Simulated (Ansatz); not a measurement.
Abridged output of a molecular run in Ansatz:

```
Functional definition: HF
1157 factors; integrals over basis functions are off by at most 1.1e-3 eV
mean field evaluation 1: about -35983.1328 eV, gradient 3.2e1 eV
mean field evaluation 2: about -35983.1359 eV, gradient 3.2e1 eV
mean field evaluation 4: about -35986.2231 eV, gradient 4.4e0 eV
mean field evaluation 8: about -35986.3040 eV, gradient 5.3e-4 eV
mean field -35986.30402806 eV, -1322.4722806383 hartree, gradient 2.7e-6 eV, S^2 0.000000; 0 other end points of the search recorded, 0 dependent functions left out
21 core orbitals not correlated: weight in the atoms' cores, before any rotation towards them, 1.000 or more for the frozen orbitals, at most 0.000 for the correlated occupied ones
reference -35986.30402806 eV, -1322.4722806383 hartree; 15, 15 occupied and 85, 85 virtual orbitals, 1157 factors
second order -15.84677154 eV of doubles, -0.00000000 eV of singles
cycle   1  -17.10198306 eV  change    -1.3e0 eV  update   1.2e-1
cycle   2  -17.73075010 eV  change   -6.3e-1 eV  update   3.7e-2
cycle   3  -17.84979017 eV  change   -1.2e-1 eV  update   1.8e-2
cycle   4  -17.83998608 eV  change    9.8e-3 eV  update   4.8e-3
cycle   5  -17.83838732 eV  change    1.6e-3 eV  update   2.0e-3
cycle   6  -17.83808125 eV  change    3.1e-4 eV  update   6.9e-4
cycle   7  -17.83788876 eV  change    1.9e-4 eV  update   2.3e-4
cycle   8  -17.83796693 eV  change   -7.8e-5 eV  update   8.4e-5
cycle   9  -17.83797599 eV  change   -9.1e-6 eV  update   2.4e-5
perturbative correction -0.56628179 eV, -0.0208104721 hartree
Total energy: -36004.70828584 eV, -1323.1486246368 hartree
```

Its atoms:

```xyz
12

Si    0.8193    1.0051   -0.1226
N    -0.2899   -0.3257    0.1075
Si   -0.5667   -1.3453   -1.2933
Si   -1.1561   -0.7687    1.5501
S    -0.5740    0.6892    3.0400
H     1.2916    0.9528   -1.5314
H     1.9879    0.8918    0.7868
H     0.1496    2.3085    0.1181
H    -1.5277   -2.4032   -0.8933
H     0.7083   -1.9598   -1.7445
H    -1.1274   -0.5444   -2.4119
H     0.2850    1.4997    2.3944
```

Question: Which basis set was used?
A. cc-pV(Q+d)Z
B. def2-SVP
C. def2-QZVPP
D. cc-pV(T+d)Z

Answer: B. It gives 121 functions.

Question: Write the keys of the input that set method, charge and spin (a neutral closed shell needs none for the last two).

Answer: 
```yaml
correlation: {method: ccsd_t}
```
